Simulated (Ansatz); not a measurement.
Question: Predict a relaxed structure of [NbF6]- (NbF6⁻), charge -1, singlet, at PBE0-D4/def2-SVPD (Ansatz).

Answer: 
```csv
atom,x (Å),y (Å),z (Å)
Nb1,0.000,0.000,0.000
F2,1.757,0.536,0.503
F3,-1.758,-0.536,-0.503
F4,-0.214,-0.873,1.679
F5,0.215,0.873,-1.679
F6,0.702,-1.606,-0.745
F7,-0.703,1.606,0.745
```
Point group Oh (tolerance 0.1 Å). The metal has 6 neighbours: F 1.90 Å, F 1.90 Å, F 1.90 Å, F 1.90 Å, F 1.90 Å, F 1.90 Å. This is one stationary point.

In the def2 sets Nb takes a core potential; there is no spin–orbit coupling.
